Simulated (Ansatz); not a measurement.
System: AlO (charge 0, doublet). 
Structure (B3LYP-D3(BJ)/def2-TZVP (Ansatz, a program for electronic structure) minimum search):
```
Al
O 1 1.6274
```
Charge 0, spin multiplicity 2.

Property: atomisation energy (electronic, to ground-state atoms), in kJ/mol. Cores are frozen in the correlated levels unless marked. Open shells are spin-unrestricted. No spin-orbit coupling. No relativistic terms. FCI takes restricted orbitals. 

| level | program | atomisation energy (kJ/mol) |
|---|---|---|
| RI-HF/def2-TZVPPD | Ansatz | 264.3 |
| RI-HF/aug-cc-pV(Q+d)Z | Ansatz | 267.3 |
| revPBE/def2-TZVPD | Ansatz | 520.9 |
| PBE0/6-31G* | Ansatz | 463.6 |
| PBE0-D4/def2-TZVP | Ansatz + dftd4 | 488.2 |
| BHLYP-D3(BJ)/def2-TZVPD | Ansatz + dftd3 | 434.3 |
| BHLYP/def2-TZVPD | Ansatz | 431.2 |
| LC-wPBE/def2-TZVPD | Ansatz | 493.3 |
| B2PLYP-D3(BJ)/def2-TZVPD | Ansatz + dftd3 | 506.6 |
| B2PLYP-D4/def2-TZVPD | Ansatz + dftd4 | 506.4 |
| CCSD/aug-cc-pV(D+d)Z | Ansatz | 424.9 |
| CCSD/def2-TZVPP | Ansatz | 448.9 |
| CCSD/def2-QZVPP | Ansatz | 464.1 |
| CCSD(T)/STO-3G | Ansatz | 470.2 |
| CCSD(T)/6-31G | Ansatz | 350.6 |
| CCSD(T)/def2-SVP | Ansatz | 435.0 |
| CCSD(T)/def2-TZVPP | Ansatz | 474.1 |
| CCSD(T) with core electrons (1s frozen past Ne)/cc-pwCVTZ | Ansatz | 477.7 |
| CCSDT/cc-pV(D+d)Z | Ansatz | 422.5 |
| FCI/6-31G | Ansatz | 361.0 |

The Hartree-Fock reference is unstable (checked in the largest basis), which strains HF and MP2. The T1 diagnostic of CCSD in the largest basis is 0.105, which is high, so the coupled-cluster rows are less sure than usual.
